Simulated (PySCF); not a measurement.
Löwdin shares of the frontier orbitals

Compound: C7H9 (charge +1).
Geometry (GFN2-xTB, Å), atoms numbered from 1 in this order:
```xyz
16
C7H9 angstrom
C     -1.7927    1.0137   -0.1026
C     -2.2806   -0.2538   -0.0865
C     -1.5160   -1.4139    0.0960
C     -0.0929   -1.5701    0.3038
C      0.8176   -0.4596    0.3473
C      1.6817    0.3835    0.4017
C      2.6737    1.4113    0.4611
H     -0.7435    1.2250    0.0274
H     -2.4546    1.8527   -0.2487
H     -3.3452   -0.4013   -0.2224
H     -2.0637   -2.3506    0.0853
H      0.2682   -2.2963   -0.4484
H      0.0289   -2.1632    1.2302
H      2.2601    2.3211    0.8953
H      3.0326    1.6348   -0.5448
H      3.5186    1.0757    1.0614
```

The calculation used PySCF 2.14.0, density-fitted response routines, TDDFT PBE0/def2-SVPD, vertical, gas phase, core orbitals frozen in the response.

Kohn–Sham orbitals with the atoms that hold most of them (Löwdin shares over 4%, at most four atoms; ? is withheld):

```tsv
orbital	ε (eV)	atoms
LUMO+2	-3.71	C4 16%, C3 14%, C6 12%, C5 12%
LUMO+1	-4.29	C2 37%, C1 23%, C3 17%, C4 5%
LUMO	?	?
HOMO	-11.87	C5 36%, C6 33%, C7 8%, C4 6%
HOMO-1	-11.93	?
HOMO-2	-14.47	C2 38%, C1 25%, C3 18%, C4 6%
HOMO-3	-15.78	C7 30%, H16 13%, C2 9%, C6 9%
```

(1) Give the leading atoms of the LUMO.

(2) Which atoms hold the HOMO-1, and with what shares?

(3) What is the LUMO energy, and the HOMO–LUMO gap?

## Answers

(1) C3 (bonded to 2 C and H) 33%; C1 (bonded to C and 2 H) 31%; C2 (bonded to 2 C and H) 11%; C4 (bonded to 2 C and 2 H) 6%.

(2) C5 (bonded to 2 C) 37%; C6 (bonded to 2 C) 33%; C7 (bonded to C and 3 H) 8%; C4 (bonded to 2 C and 2 H) 5%.

(3) ε(LUMO) = -8.96 eV; the gap is 2.91 eV (0.1070 hartree).

Q: The HOMO–LUMO gap is 2.91 eV. Where does the response calculation put the lowest singlet, and from which orbitals?

A: S1 is at 1.77 eV (f = 0.0001), 1.14 eV below the gap, made of HOMO-1→LUMO (99%). Its leading pair isn't HOMO and LUMO; the energies of that pair differ by 2.98 eV. 

Q: Give energy, strength and leading configuration of S1, S2 and S3, and follow the Löwdin shares of the leading atoms from the occupied to the empty orbital.

A: 
- S1 (1.77 eV, f 0.0001), HOMO-1→LUMO (99%): C5 37% → at most 7%, C6 33% → at most 7%, C3 at most 6% → 33%, C1 at most 6% → 31%
- S2 (2.26 eV, f 0.079), HOMO→LUMO (99%): C5 36% → at most 7%, C6 33% → at most 7%, C3 at most 7% → 33%, C1 at most 7% → 31%
- S3 (5.26 eV, f 0.237), HOMO-2→LUMO (92%): C2 38% → 11%, C1 25% → 31%, C3 18% → 33%

One conformer stands for the species.
